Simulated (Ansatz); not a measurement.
Ansatz (a program for electronic structure) input (PBE/6-31G* with LANL2DZ past Ar): The .json file joins the Basis Set Exchange's 6-31G* for atoms up to Ar and LANL2DZ past it.

Ansatz 0.2 input:
```yaml
crystal:
  periodic: [false, false, false]
  atoms:
    - {symbol: Si, position_ang: [-1.55689200, -0.01072200, 0.03241600]}
    - {symbol: Ge, position_ang: [0.73062500, 0.00503200, -0.01521200]}
    - {symbol: H, position_ang: [-2.28844000, 1.22713900, 0.33001700]}
    - {symbol: H, position_ang: [-2.28308100, -1.25862400, -0.23483300]}
    - {symbol: H, position_ang: [1.49677300, -1.27472900, -0.32310700]}
    - {symbol: H, position_ang: [1.49123300, 1.29530800, 0.26089300]}
basis:
  gaussian:
    orbitals: 6-31Gs+LANL2DZ.json
hamiltonian:
  xc: {name: PBE}
total_charge: 1
magnetization: {spin_polarized: true, initial_magnetization: 1}
relax: {f_tol: 0.003, max_steps: 120}
```

From the output:

```
449 factors; integrals over basis functions are off by at most 4.9e-4 eV
mean field: 0.09 GiB planned
mean field evaluation 16: about -8031.0007 eV, gradient 3.1e-3 eV
mean field -8030.99218411 eV, -295.1335191640 hartree, gradient 8.3e-5 eV, S^2 0.752869; 0 other end points of the search recorded, 0 dependent functions left out
the calculation of the forces begins
reference -8030.99222260 eV, -295.1335205785 hartree; 11, 10 occupied and 24, 25 virtual orbitals, 449 factors
relax step   2: F+E_penalty+E_count = -8030.99218411 eV  Δ(F+E_penalty+E_count) = -2.030e-2 eV  max|allowed force component| = 8.414e-2 eV/Å  Δτ_max = 0.0256 Å  (25 SCF iters, accepted)
these checks for a lower state are left out or cut short: starts, cluster_reference, orbital_swaps, neighbouring_geometries, increment
integrals: 0.01 GiB planned
449 factors; integrals over basis functions are off by at most 5.0e-4 eV
mean field: 0.09 GiB planned
mean field -8030.99303146 eV, -295.1335503035 hartree, gradient 2.2e-5 eV, S^2 0.752892; 0 other end points of the search recorded, 0 dependent functions left out
the calculation of the forces begins
reference -8030.99306991 eV, -295.1335517164 hartree; 11, 10 occupied and 24, 25 virtual orbitals, 449 factors
relax step   3: F+E_penalty+E_count = -8030.99303146 eV  Δ(F+E_penalty+E_count) = -8.473e-4 eV  max|allowed force component| = 1.741e-3 eV/Å  Δτ_max = 0.0058 Å  (22 SCF iters, accepted)
integrals: 0.01 GiB planned
449 factors; integrals over basis functions are off by at most 5.0e-4 eV
mean field: 0.09 GiB planned
mean field evaluation 32: about -8030.8019 eV, gradient 4.1e0 eV
mean field -8030.99303146 eV, -295.1335503035 hartree, gradient 2.2e-5 eV, S^2 0.752892; 1 other end points of the search recorded, 0 dependent functions left out
the calculation of the forces begins
reference -8030.99306991 eV, -295.1335517164 hartree; 11, 10 occupied and 24, 25 virtual orbitals, 449 factors
Total energy: -8030.99306991 eV, -295.1335517164 hartree
Atom 0 at    -1.571751    -0.010824     0.032725 Å, force     0.000319     0.000002    -0.000007 eV/Å
Atom 1 at     0.746517     0.005141    -0.015543 Å, force     0.000946     0.000007    -0.000020 eV/Å
Atom 2 at    -2.307916     1.245776     0.334687 Å, force    -0.001741     0.000137     0.000070 eV/Å
Atom 3 at    -2.302476    -1.277529    -0.238694 Å, force    -0.001740    -0.000161     0.000002 eV/Å
Atom 4 at     1.515743    -1.297838    -0.328782 Å, force     0.001106     0.000965     0.000194 eV/Å
Atom 5 at     1.510102     1.318678     0.265780 Å, force     0.001110    -0.000950    -0.000241 eV/Å
Dipole moment:    -0.397736    -0.002739     0.008281 e Å
```

The dipole moment of an ion depends on the origin.

The geometry given is a B3LYP-D3(BJ)/def2-TZVP minimum.
